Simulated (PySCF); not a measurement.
CH3BrOSe, SMILES [Se](OC)Br.

The structure is a stationary point at PBE0-D3(BJ)/def2-SVP. The structure was generated by enumeration, and PubChem lists no compound with its InChIKey, so it may never have been made. Other conformers were not sampled.

Calculation: PySCF 2.14.0 with PBE0-D3(BJ)/def2-SVP.

Frequencies are harmonic and unscaled.

```tsv
mode	ν (cm⁻¹)	IR (km/mol)	Raman (Å⁴/amu)	depolarisation	moving atoms (share of kinetic energy)
1	93	2.6	3.0	0.65	C 45 %, H 22 %, Br 19 %, Se 13 %
2	136	0.4	0.6	0.61	H 85 %, O 8 %
3	234	3.8	3.0	0.29	O 59 %, H 20 %, Br 15 %
4	295	22.8	7.6	0.31	Se 51 %, Br 38 %
5	331	4.3	2.6	0.12	C 33 %, O 26 %, H 22 %, Se 19 %
6	638	51.0	16.0	0.26	O 69 %, Se 17 %
7	1089	115.9	3.8	0.42	O 50 %, C 44 %
8	1168	2.3	3.3	0.74	H 76 %, C 19 %
9	1183	5.4	1.8	0.43	H 71 %, C 21 %, O 8 %
10	1444	4.0	7.4	0.70	H 90 %, C 9 %
11	1452	13.4	15.1	0.75	H 95 %
12	1475	13.8	13.1	0.75	H 96 %
13	3032	40.0	139.7	0.02	H 97 %
14	3128	19.1	43.9	0.69	H 90 %, C 10 %
15	3165	7.7	141.3	0.54	H 90 %, C 10 %
```
